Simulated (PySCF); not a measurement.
Species: C4H10O2Si.
Bonds: C1–Si2, Si2–C3, Si2–C4, Si2–O5, O5–C6, C6–O7 (double). Hydrogens: H8, H9, H10 on C1; H11, H12, H13 on C3; H14, H15, H16 on C4; H17 on C6.

The same species was optimised twice, with GFN2-xTB and with PBE0-D3(BJ)/def2-SVP (PySCF), and the same property calculations (PySCF, gas phase) were run on both structures.

```json
{"coordinate": "Si2–O5 (Å)", "GFN2-xTB": "1.700", "PBE0-D3(BJ)/def2-SVP": "1.740", "change": "+0.040"}
{"coordinate": "Si2–C4 (Å)", "GFN2-xTB": "1.901", "PBE0-D3(BJ)/def2-SVP": "1.866", "change": "-0.035"}
{"coordinate": "Si2–C3 (Å)", "GFN2-xTB": "1.901", "PBE0-D3(BJ)/def2-SVP": "1.866", "change": "-0.035"}
{"coordinate": "C1–Si2 (Å)", "GFN2-xTB": "1.898", "PBE0-D3(BJ)/def2-SVP": "1.866", "change": "-0.032"}
{"coordinate": "O5–C6 (Å)", "GFN2-xTB": "1.304", "PBE0-D3(BJ)/def2-SVP": "1.322", "change": "+0.018"}
{"coordinate": "C6=O7 (Å)", "GFN2-xTB": "1.195", "PBE0-D3(BJ)/def2-SVP": "1.202", "change": "+0.007"}
{"coordinate": "Si2–O5–C6 (°)", "GFN2-xTB": "124.6", "PBE0-D3(BJ)/def2-SVP": "122.2", "change": "-2.4"}
{"coordinate": "C1–Si2–O5 (°)", "GFN2-xTB": "100.5", "PBE0-D3(BJ)/def2-SVP": "102.3", "change": "+1.8"}
{"coordinate": "C1–Si2–C3 (°)", "GFN2-xTB": "112.9", "PBE0-D3(BJ)/def2-SVP": "112.0", "change": "-0.9"}
{"coordinate": "C1–Si2–C4 (°)", "GFN2-xTB": "112.9", "PBE0-D3(BJ)/def2-SVP": "112.1", "change": "-0.8"}
{"coordinate": "O5–C6–O7 (°)", "GFN2-xTB": "126.4", "PBE0-D3(BJ)/def2-SVP": "125.6", "change": "-0.8"}
{"coordinate": "C3–Si2–C4 (°)", "GFN2-xTB": "112.3", "PBE0-D3(BJ)/def2-SVP": "112.9", "change": "+0.6"}
{"coordinate": "C4–Si2–O5 (°)", "GFN2-xTB": "108.7", "PBE0-D3(BJ)/def2-SVP": "108.3", "change": "-0.4"}
{"coordinate": "C3–Si2–O5 (°)", "GFN2-xTB": "108.7", "PBE0-D3(BJ)/def2-SVP": "108.5", "change": "-0.2"}
{"coordinate": "C1–Si2–O5–C6 (°)", "GFN2-xTB": "180", "PBE0-D3(BJ)/def2-SVP": "179", "change": "-1"}
{"coordinate": "Si2–O5–C6–O7 (°)", "GFN2-xTB": "0", "PBE0-D3(BJ)/def2-SVP": "0", "change": "0"}
```

Rotational constants: A = 2842, B = 1556, C = 1513 MHz (GFN2-xTB) against A = 2933, B = 1561, C = 1522 MHz (PBE0-D3(BJ)/def2-SVP). Atoms that the bonding makes alike are paired by their places after alignment.

On the GFN2-xTB structure: lowest singlet, TDDFT (eV) 5.83 [PBE0/def2-SVPD]; lowest triplet, Tamm–Dancoff (eV) 5.25 [PBE0/def2-SVPD]; isotropic polarisability (au) 79.4 [PBE0/def2-SVPD]; HOMO (eV) -8.19 [PBE0/def2-SVPD]; LUMO (eV) 0.02 [PBE0/def2-SVPD]; dipole (D) 2.27 [PBE0/def2-SVPD]; HOMO (eV) -8.10 [PBE0/pcSseg-1]; LUMO (eV) 0.19 [PBE0/pcSseg-1]; dipole (D) 2.15 [PBE0/pcSseg-1]; GIAO shielding of C1/C3/C4 (mean) (ppm) 186.6 [PBE0/pcSseg-1]; GIAO shielding of Si2 (ppm) 323.3 [PBE0/pcSseg-1]; GIAO shielding of O5 (ppm) 111.5 [PBE0/pcSseg-1]; GIAO shielding of C6 (ppm) 21.6 [PBE0/pcSseg-1]; GIAO shielding of O7 (ppm) -123.4 [PBE0/pcSseg-1].

What do these properties become on the PBE0-D3(BJ)/def2-SVP structure?

| property | level | on GFN2-xTB | on PBE0-D3(BJ)/def2-SVP | change |
| --- | --- | --- | --- | --- |
| lowest singlet, TDDFT (eV) | PBE0/def2-SVPD | 5.83 | 5.77 | -0.06 |
| lowest triplet, Tamm–Dancoff (eV) | PBE0/def2-SVPD | 5.25 | 5.19 | -0.06 |
| isotropic polarisability (au) | PBE0/def2-SVPD | 79.4 | 79.8 | +0.4 |
| HOMO (eV) | PBE0/def2-SVPD | -8.19 | -8.18 | +0.01 |
| LUMO (eV) | PBE0/def2-SVPD | 0.02 | -0.03 | -0.05 |
| dipole (D) | PBE0/def2-SVPD | 2.27 | 2.25 | -0.02 |
| energy, GFN2-xTB geometry as zero (kcal/mol) | PBE0/def2-SVPD | 0.0 | -2.3 | -2.3 |
| HOMO (eV) | PBE0/pcSseg-1 | -8.10 | -8.08 | +0.02 |
| LUMO (eV) | PBE0/pcSseg-1 | 0.19 | 0.15 | -0.04 |
| dipole (D) | PBE0/pcSseg-1 | 2.15 | 2.13 | -0.02 |
| energy, GFN2-xTB geometry as zero (kcal/mol) | PBE0/pcSseg-1 | 0.0 | -1.9 | -1.9 |
| GIAO shielding of C1/C3/C4 (mean) (ppm) | PBE0/pcSseg-1 | 186.6 | 185.0 | -1.6 |
| GIAO shielding of Si2 (ppm) | PBE0/pcSseg-1 | 323.3 | 317.1 | -6.2 |
| GIAO shielding of O5 (ppm) | PBE0/pcSseg-1 | 111.5 | 99.2 | -12.3 |
| GIAO shielding of C6 (ppm) | PBE0/pcSseg-1 | 21.6 | 18.2 | -3.4 |
| GIAO shielding of O7 (ppm) | PBE0/pcSseg-1 | -123.4 | -130.8 | -7.4 |

The heavy atoms differ by 0.045 Å rms after alignment. Among bonds between heavy atoms Si2–O5 changes most (+0.040 Å). Changes are differences of the printed values. Neither structure is proved a minimum here.

The values belong to the conformer `[CH3:1][Si:2]([CH3:3])([CH3:4])[O:5][CH:6]=[O:7]`: C1–Si2–O5–C6 179°, Si2–O5–C6–O7 0°.
